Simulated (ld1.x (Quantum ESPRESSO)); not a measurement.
u(r) = r·R(r): atom against pseudo-atom (Mn (Z = 25))

Columns: radius, all-electron u(r) and pseudo u(r) of the 3p shell (level -55.33 eV) of manganese in the configuration [Ne] 3s2 3p6 3d5 4s1.5 4p0.5; PBEsol, scalar-relativistic, TM semilocal scheme, ld1.x (Quantum ESPRESSO) 7.5.

| r (bohr) | all-electron | pseudo |
| --- | --- | --- |
| 0.070 | 0.3623 | -0.0264 |
| 0.140 | 0.5889 | -0.1031 |
| 0.210 | 0.4729 | -0.2222 |
| 0.280 | 0.1666 | -0.3718 |
| 0.350 | -0.1893 | -0.5370 |
| 0.420 | -0.5137 | -0.7016 |
| 0.490 | -0.7714 | -0.8506 |
| 0.560 | -0.9542 | -0.9719 |
| 0.630 | -1.0672 | -1.0579 |
| 0.700 | -1.1221 | -1.1062 |
| 0.770 | -1.1316 | -1.1183 |
| 0.840 | -1.1081 | -1.0998 |
| 0.910 | -1.0617 | -1.0577 |
| 0.980 | -1.0007 | -0.9991 |
| 1.050 | -0.9311 | -0.9307 |
| 1.120 | -0.8577 | -0.8576 |
| 1.190 | -0.7837 | -0.7837 |
| 1.260 | -0.7114 | -0.7114 |
| 1.330 | -0.6423 | -0.6423 |
| 1.400 | -0.5772 | -0.5772 |
| 1.470 | -0.5168 | -0.5168 |
| 1.540 | -0.4612 | -0.4612 |
| 1.610 | -0.4106 | -0.4106 |
| 1.680 | -0.3646 | -0.3646 |
| 1.750 | -0.3232 | -0.3232 |
| 1.820 | -0.2859 | -0.2859 |

Question: How many radial nodes do the two functions have?

Answer: The all-electron 3p function has n − l − 1 = 1; the pseudo-wave has 0, since the states of the same l below it are removed with the core.

Question: At about which radius was the pseudo-wave matched?

Answer: 1.30 bohr. The columns agree to 0.0005 from 1.05 bohr on; several derivatives are matched, so the curves merge somewhat inside the radius.

Question: Where does each function peak?

Answer: Outermost all-electron maximum near 0.77 bohr, pseudo maximum near 0.77 bohr (to the table’s step).

Question: Is the pseudo-wave norm-conserving?

Answer: Yes: the TM semilocal scheme keeps the norm inside the radius equal to the all-electron one, which fixes the energy derivative of the logarithmic derivative at the level.
